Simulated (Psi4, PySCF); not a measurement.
BeCl$_{2}$ (SMILES [Cl][Be][Cl]), singlet, at a GFN2-xTB geometry (such geometries of metal compounds can be far from the true shape). Base run: PySCF with HF/6-31G, TDA.

Input for PySCF:
```python
from pyscf import gto, scf, tdscf

mol = gto.Mole()
mol.atom = '''
    Be    0.00000000    0.00000000    0.00000000
    Cl    0.00000000    0.00000000    1.76296703
    Cl   -0.00000000   -0.00000000   -1.76296703
'''
mol.basis = '6-31g'
mol.verbose = 4
mol.build()

mf = scf.RHF(mol)
mf.kernel()
td = mf.TDA()
td.nstates = 5
td.kernel()
td.analyze()
```

Programs used: Psi4, PySCF; a row that names a program was run with it.

Each row names what was changed in the base input (with any setting that the change needs).

```csv
change,first excitation (eV),oscillator strength of the first,second (eV)
base,9.45,0.000,9.45
code = psi4,9.45,0.000,9.45
functional = lc_wpbe,8.53,0.000,8.61
response = full linear response,9.43,0.000,9.43
states = triplets,8.87,-,9.00
nstates = 15,9.45,0.000,9.45
nstates = 2,9.45,0.000,9.45
conv_tol = 1e-3,9.45,0.000,9.45
basis = aug-cc-pVDZ,9.39,0.000,9.39
functional = m062x,8.08,0.000,8.19
guess vectors = 13 for 5 states,9.45,0.000,9.45
```

An iterative solver can miss low states, so a row lists the states that it found.
